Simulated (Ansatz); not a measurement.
C₂H₆Bi (SMILES [CH3][Bi][CH3]), doublet, at a GFN2-xTB geometry (such geometries of metal compounds can be far from the true shape) (the spin is typed, not shown lowest) (core potentials on Bi), atoms displaced at random by about 0.1 Å a coordinate. Base run: Ansatz (a program for electronic structure) with B3LYP/def2-SV(P).

The Ansatz input:
Ansatz 0.2 input:
```yaml
crystal:
  periodic: [false, false, false]
  atoms:
    - {symbol: Bi, position_ang: [0.21081257, -0.06205844, 0.17084961]}
    - {symbol: C, position_ang: [0.34079096, 0.30849749, -2.04501163]}
    - {symbol: H, position_ang: [1.10111860, -0.67465746, -2.31997143]}
    - {symbol: H, position_ang: [0.95933772, 1.27687687, -2.30362727]}
    - {symbol: H, position_ang: [-0.27026276, 0.31302301, -2.62211075]}
    - {symbol: C, position_ang: [-2.04446668, -0.26107709, -0.01480070]}
    - {symbol: H, position_ang: [-2.26396463, -0.80927506, -0.69199976]}
    - {symbol: H, position_ang: [-2.47337205, 0.78909013, -0.49155388]}
    - {symbol: H, position_ang: [-2.40856185, -0.17999609, 1.16741441]}
basis:
  gaussian:
    orbitals: def2-SV_P_.json
hamiltonian:
  xc: b3lyp
magnetization: {spin_polarized: true, initial_magnetization: 1}
relax: {}
```
The basis file holds def2-SV(P) in the JSON format of the Basis Set Exchange.

Variants of this job, named by their change:

| change | ΔE vs base (kJ/mol) | optimiser steps | core-seconds (rough) |
|---|---|---|---|
| base | 0.00 | 23 | 100 |
| relax = f_tol: 0.1 | 1.76 | 5 | 20 |
| relax = f_tol: 0.05 | 1.76 | 5 | 20 |
| relax = f_tol: 0.002 | 0.00 | 28 | 100 |
| relax = max_displacement: 0.5 | 0.00 | 25 | 100 |
| relax = f_tol: 0.0005 | 0.00 | 28 | 100 |
| relax = escape_saddle: false | 0.00 | 23 | 100 |
